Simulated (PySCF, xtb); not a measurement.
HO3S, SMILES O=[S](=O)O (connectivity only; charge and spin as stated), charge -1, multiplicity 1. Other conformers were not sampled.

Harmonic wavenumbers (cm⁻¹) from GFN2-xTB in xtb 6.7.1 at its own minimum, in rising order: 142, 318, 361, 512, 581, 851, 1058, 1106, 3652.

What does PBE0-D3(BJ)/def2-SVPD (PySCF) give at its own minimum? (Estimate from the structure and the level; the computed values follow.)

218, 362, 398, 524, 606, 1007, 1098, 1147, 3806. Paired by order, the mean absolute difference is 65 cm⁻¹ and the zero-point energies are 12.3 and 13.1 kcal/mol.
